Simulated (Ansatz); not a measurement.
A structure relaxed at PBE0-D4/def2-TZVP, charge 0, multiplicity 1:

| atom | x (Å) | y (Å) | z (Å) |
| --- | --- | --- | --- |
| C1 | 0.273 | -2.049 | -0.740 |
| O2 | 0.856 | -0.785 | -1.001 |
| B3 | 0.425 | 0.311 | -0.333 |
| S4 | 1.198 | 1.930 | -0.692 |
| O5 | -0.567 | 0.200 | 0.588 |
| C6 | -1.050 | 1.313 | 1.309 |
| H7 | 0.758 | -2.772 | -1.394 |
| H8 | -0.800 | -2.037 | -0.945 |
| H9 | 0.424 | -2.344 | 0.301 |
| H10 | 2.039 | 1.436 | -1.612 |
| H11 | -0.257 | 1.763 | 1.914 |
| H12 | -1.843 | 0.962 | 1.969 |
| H13 | -1.456 | 2.072 | 0.636 |

Give its formula and SMILES.

C2H7BO2S, `COB(S)OC`.

Point group (tolerance 0.08 Å, 0.16 Å for H)?

Cs.

Summarise the bond lengths by kind.

2 × C–O 1.411 to 1.416 Å; 6 × C–H 1.090 to 1.094 Å; 2 × B–O 1.355 to 1.357 Å; 1 × B–S 1.830 Å; 1 × H–S 1.341 Å.

All numbers were calculated with Ansatz.
